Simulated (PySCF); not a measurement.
# Potential energy of AlTl along the bond

Set-up: basis Al cc-pV(D+d)Z, Tl cc-pVDZ-PP with ECP60; scalar-relativistic core potentials; PySCF 2.14. Energies in eV from Al + Tl in their ground configurations at the same level. State: ³Π (triplet), unpaired electrons σ ↑, π ↑.

All columns are PBE. A positive dipole means Al(−)Tl(+).

```json
{"R (Å)": "2.521", "E (eV)": "-1.027", "μ (D)": "0.48", "Mulliken charge on Al (basis-dependent)": "-0.05", "HOMO (eV)": "-3.57", "LUMO (eV)": "-3.76", "Mayer bond order": "1.31", "⟨S²⟩": "2.00"}
{"R (Å)": "2.638", "E (eV)": "-1.249", "μ (D)": "0.60", "Mulliken charge on Al (basis-dependent)": "-0.06", "HOMO (eV)": "-3.60", "LUMO (eV)": "-3.63", "Mayer bond order": "1.26", "⟨S²⟩": "2.00"}
{"R (Å)": "2.755", "E (eV)": "-1.375", "μ (D)": "0.72", "Mulliken charge on Al (basis-dependent)": "-0.06", "HOMO (eV)": "-3.63", "LUMO (eV)": "-3.51", "Mayer bond order": "1.22", "⟨S²⟩": "2.00"}
{"R (Å)": "2.843", "E (eV)": "-1.425", "μ (D)": "0.81", "Mulliken charge on Al (basis-dependent)": "-0.06", "HOMO (eV)": "-3.58", "LUMO (eV)": "-3.42", "Mayer bond order": "1.19", "⟨S²⟩": "2.00"}
{"R (Å)": "2.931", "E (eV)": "-1.446", "μ (D)": "0.90", "Mulliken charge on Al (basis-dependent)": "-0.07", "HOMO (eV)": "-3.50", "LUMO (eV)": "-3.35", "Mayer bond order": "1.16", "⟨S²⟩": "2.00"}
{"R (Å)": "3.019", "E (eV)": "-1.444", "μ (D)": "0.99", "Mulliken charge on Al (basis-dependent)": "-0.07", "HOMO (eV)": "-3.44", "LUMO (eV)": "-3.28", "Mayer bond order": "1.14", "⟨S²⟩": "2.00"}
{"R (Å)": "3.136", "E (eV)": "-1.417", "μ (D)": "1.09", "Mulliken charge on Al (basis-dependent)": "-0.07", "HOMO (eV)": "-3.36", "LUMO (eV)": "-3.20", "Mayer bond order": "1.12", "⟨S²⟩": "2.00"}
{"R (Å)": "3.283", "E (eV)": "-1.356", "μ (D)": "1.21", "Mulliken charge on Al (basis-dependent)": "-0.08", "HOMO (eV)": "-3.27", "LUMO (eV)": "-3.11", "Mayer bond order": "1.09", "⟨S²⟩": "2.00"}
{"R (Å)": "3.459", "E (eV)": "-1.259", "μ (D)": "1.32", "Mulliken charge on Al (basis-dependent)": "-0.08", "HOMO (eV)": "-3.19", "LUMO (eV)": "-3.03", "Mayer bond order": "1.07", "⟨S²⟩": "2.00"}
{"R (Å)": "3.693", "E (eV)": "-1.112", "μ (D)": "1.44", "Mulliken charge on Al (basis-dependent)": "-0.08", "HOMO (eV)": "-3.10", "LUMO (eV)": "-2.93", "Mayer bond order": "1.04", "⟨S²⟩": "2.00"}
```

A fit through these points gives, at Re = 2.968 Å, μ = 0.94 D and dμ/dR = 0.975 D/Å; the reduced mass is 23.84 u.

**Question.** How strong is the fundamental in the double-harmonic approximation, I = 42.26·(dμ/dR)²/μred km/mol?

**Answer.** I = 42.26·(0.975)²/23.84 = 1.69 km/mol at PBE.

Spin–orbit coupling is left out, which matters for elements this heavy, above all for dissociation energies. The state is the lowest determinant that a PBE0 search found; another state may lie lower at other levels.

At some distances an empty level lies below a filled one, because the occupation is held.
